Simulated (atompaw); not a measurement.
# Before and after: PAW (atompaw) potential for phosphorus

```json
{
  "Element": "P (Z = 15)",
  "Generator": "atompaw 4.2.0.5",
  "Type": "PAW",
  "Functional": "PBE",
  "Relativity": "scalar-relativistic",
  "Frozen core": "[Ne]",
  "Valence charge": "5",
  "Reference configuration": "3s1.5 3p3.5",
  "Partial waves": "3s (bound): rc 1.50 bohr; 3s channel at -0.75 Ry: rc 1.50 bohr; 3p (bound): rc 1.50 bohr; 3p channel at 0.45 Ry: rc 1.50 bohr",
  "Local potential": "bessel scheme, radius 1.05 bohr",
  "Core correction": "smooth core density matched at 1.05 bohr",
  "Augmentation charge": "besselshape compensation charge, radius 1.20 bohr; PAW radius 1.50 bohr; waves and projectors: custom rrkj vanderbiltortho"
}
```

Change: all radii scaled by about 1.21 (s 1.82, p 1.82 bohr); local potential bessel scheme, radius 1.28 bohr; augmentation besselshape compensation charge, radius 1.46 bohr; PAW radius 1.82 bohr; waves and projectors: custom rrkj vanderbiltortho; core correction smooth core density matched at 1.28 bohr.

Cutoffs: the cutoffs (Ry, on a coarse ladder) from which the occupation-weighted sum of valence levels, in a spherical-Bessel basis at the reference potential, stays within 10 and 1 mRy of its value at 400 Ry; they do not see the model core or the augmentation charge, which bear on the density cutoff.

Problem. What does the change do?

Solution. The potential gets harder (12 Ry and 21 Ry → 15 Ry and 21 Ry); neither file shows a bound ghost.

```csv
quantity,base,changed
"cutoff, loose",12 Ry,15 Ry
"cutoff, tight",21 Ry,21 Ry
loose cutoff by channel (10 mRy a level),"s 12 Ry, p 8 Ry","s 6 Ry, p 10 Ry"
bound ghosts,none,none
lowest overlap eigenvalue by channel,"s 0.47, p 0.76","s 0.44, p 0.81"
```

 The cutoffs see the waves, projectors and local potential, not the compensation charge or the core.
